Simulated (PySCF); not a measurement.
**Computed data sheet: `C([SiH3])C(=C)C(F)=C(F)F`**

Species: C5H7F3Si.
Structure used (GFN2-xTB), in Å, numbered top down from 1:
```
atom  x, y, z in Å
C1    -0.064    1.737   -1.218
C2     0.277    0.742   -0.395
C3    -0.339    0.573    0.951
Si4   -1.749   -0.725    0.919
C5     1.249   -0.246   -0.849
F6     1.683   -0.100   -2.122
C7     1.787   -1.278   -0.193
F8     1.538   -1.631    1.062
F9     2.671   -2.112   -0.728
H10    0.359    1.838   -2.202
H11   -0.779    2.481   -0.917
H12   -0.755    1.530    1.265
H13    0.407    0.290    1.690
H14   -1.239   -2.010    0.445
H15   -2.272   -0.840    2.279
H16   -2.782   -0.239    0.002
```

Among its groups: C=C double bond, C–F bond, Si–H bond and C–Si bond.

From GFN2-xTB geometry:

- Point group of the GFN2-xTB geometry: C1
- Rotational constants A, B, C of the GFN2-xTB geometry: 1.718, 1.047, 0.734 GHz

PBE0/def2-SVPD ground state and vertical TDDFT (core frozen in the response) (PySCF):

- Dipole moment: 1.94 D
- HOMO energy: -6.92 eV
- LUMO energy: -1.13 eV
- HOMO–LUMO gap: 5.79 eV
- Lowest singlet excitation: 5.63 eV (220 nm, f = 0.452)
- Strongest line among the 6 lowest singlet transitions: S1 at 5.63 eV (220 nm, f = 0.452)
- Lowest triplet excitation (Tamm–Dancoff): 3.15 eV
- Static isotropic polarisability: 92.3 au
- Electronic spatial extent ⟨r²⟩ about the centre of nuclear charge: 1526 bohr²

PBE0/pcSseg-1 ground state and GIAO shieldings, non-relativistic (PySCF):

* Lowest Hirshfeld atomic charge: -0.16 e on C3
* Highest Hirshfeld atomic charge: +0.31 e on Si4
* 13C chemical shifts (computed TMS as zero) by class: 168.5 (C7), 141.0 (C2), 139.1 (C5), 118.5 (C1), 17.4 (C3) ppm
* 1H chemical shifts (computed TMS as zero) by class: 5.68 (H10), 5.35 (H11), 3.92 (H14/H15/H16), 2.05 (H12/H13) ppm
* Isotropic shieldings of nuclei other than C and H, by class: 269 (F9), 283 (F8), 363 (F6), 412 (Si4) ppm
* Mayer bond orders between heavy atoms: C1–C2 1.92, C2–C3 1.03, C3–Si4 0.88, C2–C5 1.01, C5–F6 0.94, C5–C7 1.70, C7–F8 0.99, C7–F9 1.00

Monoisotopic mass from the formula: 152.0269 u.

The largest Löwdin shares of the HOMO are 0.26 on C1, 0.17 on C7, 0.16 on C2 and 0.14 on C5. The dipole equals about 6.5 × 10⁻³⁰ C·m (1 D = 3.33564 × 10⁻³⁰ C·m). The vertical singlet–triplet gap S1 − T1 is 2.48 eV (TDDFT singlet less Tamm–Dancoff triplet; S1: HOMO→LUMO, weight 0.96; T1: HOMO→LUMO, weight 0.95). The largest Löwdin shares of the LUMO are 0.25 on C1, 0.19 on C2, 0.18 on C7 and 0.10 on C5. With B = h/(8π²I), that is 505.379 GHz u Å² over I, the principal moments of inertia are 294.2, 482.6 and 688.6 u Å² (most abundant isotopes). No computed singlet falls in the visible range (750 to 380 nm, 1.65 to 3.26 eV); S1 lies 2.37 eV above its blue end.

The structure is a single GFN2-xTB conformer in the gas phase; no vibrational or solvent corrections. NMR classes are plain means over equivalent atoms (diastereotopic ones count apart unless rotation or inversion swaps them), as if these changed places fast; in this geometry the members of some classes differ.
